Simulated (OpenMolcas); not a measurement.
## Ir+: effect of the IPEA shift

- Program: OpenMolcas 26.06
- Basis: ANO-RCC-VTZP [8s7p5d3f1g]
- Scalar Hamiltonian: DKH2, point nucleus
- Active space: 8 electrons in 9 orbitals (RAS2 5d 6s; RAS3 6p, at most 2 electrons)
- State averaging: 2S+1 = 5 even, 15 roots; 2S+1 = 3 even, 90 roots kept (CI in the orbitals of an earlier block); 2S+1 = 1 even, 78 roots kept (CI in the orbitals of an earlier block, 77 in the spin-orbit step); 2S+1 = 5 odd, 22 roots; 2S+1 = 7 odd, 15 roots kept (CI in the orbitals of an earlier block, 5 in the spin-orbit step); 2S+1 = 3 odd, 16 roots kept (CI in the orbitals of an earlier block, 9 in the spin-orbit step); 2S+1 = 1 odd, 9 roots kept (CI in the orbitals of an earlier block, 0 in the spin-orbit step)
- Spin-orbit coupling: RASSI with atomic mean-field integrals over the reference wave functions, term energies averaged over their components

Methods on the same reference wave functions:
A. RASSCF
B. MS-RASPT2, IPEA 0 Eh, imaginary shift 0.1 Eh (closed shells correlated: 5s 5p)
C. MS-RASPT2, IPEA 0.25 Eh, imaginary shift 0.1 Eh (closed shells correlated: 5s 5p)

Energies in cm-1 above 5d7 6s 5F5, the measured ground level; measured values from NIST Handbook of Basic Atomic Spectroscopic Data.

```json
{"Level": "5d7 6s 5F5", "A": "0.0", "B": "0.0", "C": "0.0", "Measured": "0.0"}
{"Level": "5d7 6s 5F3", "A": "8869", "B": "8690", "C": "8730", "Measured": "8187"}
{"Level": "5d7 6s 3P2(1) [51 %]", "A": "9198", "B": "3260", "C": "4320", "Measured": ""}
{"Level": "5d7 6s 5F2 [57 %]", "A": "11242", "B": "9840", "C": "10110", "Measured": "11307"}
{"Level": "5d7 6s 5P3", "A": "16664", "B": "13790", "C": "14120", "Measured": "12715"}
{"Level": "5d6 6s2 5D4 [60 %]", "A": "17916", "B": "16280", "C": "16720", "Measured": "17210"}
{"Level": "5d7 6s 3G5 [68 %]", "A": "20036", "B": "17630", "C": "18520", "Measured": "17478"}
{"Level": "5d7 6s 3P0(1)", "A": "20153", "B": "13710", "C": "15020", "Measured": ""}
{"Level": "5d7 6s 3F3(1) [58 %]", "A": "21538", "B": "17260", "C": "17980", "Measured": ""}
{"Level": "5d6 6s2 5D3", "A": "22940", "B": "22150", "C": "22250", "Measured": ""}
{"Level": "5d8 3F2 [64 %]", "A": "23293", "B": "15450", "C": "16020", "Measured": "17413"}
{"Level": "5d7 6s 3H6", "A": "25807", "B": "22660", "C": "23650", "Measured": ""}
{"Level": "5d7 6s 3G3", "A": "26226", "B": "23210", "C": "24270", "Measured": ""}
{"Level": "5d7 6s 3H5 [69 %]", "A": "28389", "B": "25140", "C": "26060", "Measured": ""}
{"Level": "5d7 6s 3D3 [67 %]", "A": "29519", "B": "26030", "C": "26990", "Measured": ""}
{"Level": "5d6 6s2 3H6", "A": "37276", "B": "35300", "C": "36190", "Measured": ""}
{"Level": "5d7 6s 3F3(2)", "A": "38602", "B": "32680", "C": "34560", "Measured": ""}
```

Deviations, from unrounded energies. A percentage is the sum of absolute deviations over the sum of measured energies, with the sign that they share, or ± where signs differ.

| Against measurement | Levels | A | B | C |
| --- | --- | --- | --- | --- |
| mean absolute deviation (cm-1) | 6 | 2300 | 1000 | 1000 |
| fine structure of the ground term (%) | 2 | ±3.8 | ±10.1 | ±8.9 |
| other terms of the ground configuration (%) | 2 | +21.6 | +4.1 | +8.1 |
| other configurations (%) | 2 | +19.0 | -8.3 | -5.4 |

B, C lie about equally close to measurement and A furthest from it. The largest miss of C in the table is 5d7 6s 5P3, by +1400 cm-1. The ranking rests on the paired levels alone, and a cruder setting can come out closer through cancelling errors.

Between B and C the level of the table that moves most is 5d7 6s 3F3(2), by 1900 cm-1 (lowest in B, highest in C). Moves below CASPT2's spread within the term are not significant.

The two smallest mean deviations differ by little beside CASPT2's spread within terms, so their order carries little weight.

From A to B the spin-free energies of the other terms of 5d7 6s shown, above 5F, scale by factors of 0.33 to 0.83.

The lowest spin-free term lies below A's lowest term by 0.441 hartree in B, 0.429 hartree in C.

Term energies are means over components that CASPT2 splits; among the terms shown or strongly mixed into the levels shown the widest spread is 1300 cm-1 (5d7 6s 5F, C). Some high roots are left out of the spin-orbit mixing, which shifts the levels that they would mix with. Terms from blocks run as CI alone lack orbitals of their own. Configurations are named by rounded mean occupations; where the s occupation lies near a half they are strongly mixed, a name can repeat and a true partner stay unpaired. A single d shell beside an s shell can misplace configurations of different d count against each other. Without dynamic correlation excited terms often stand tens of per cent too high (terms of higher spin than the ground term too low), and those without a measured partner can miss by more than the paired ones (holds for A). Blocks of more than 70 roots (2S+1 = 3 even, 1 even) ran without multistate coupling (holds for B; C). The CASPT2 spread within a term exceeds the gap to the next term for 5d8 3F and 5d7 6s 3P(1), 5d7 6s 3H and 5d7 6s 3D, so the order of their levels is uncertain, and so are names and mixing where such terms share a J (holds for B). Computed and measured levels are paired by configuration, term and J; levels that our copy of the source lacks, or whose pairing is in doubt (as where it misses far off the trend of its configuration), stay unpaired and out of the deviations. Levels of configurations outside the active space are missing. The table leaves out levels that lie high or whose names do not pair safely across all columns.

A share in square brackets marks a mixed level and gives the weight of the term that names it, the lowest over the columns. A number in round brackets counts repeated terms of one configuration in the order of the reference energies.
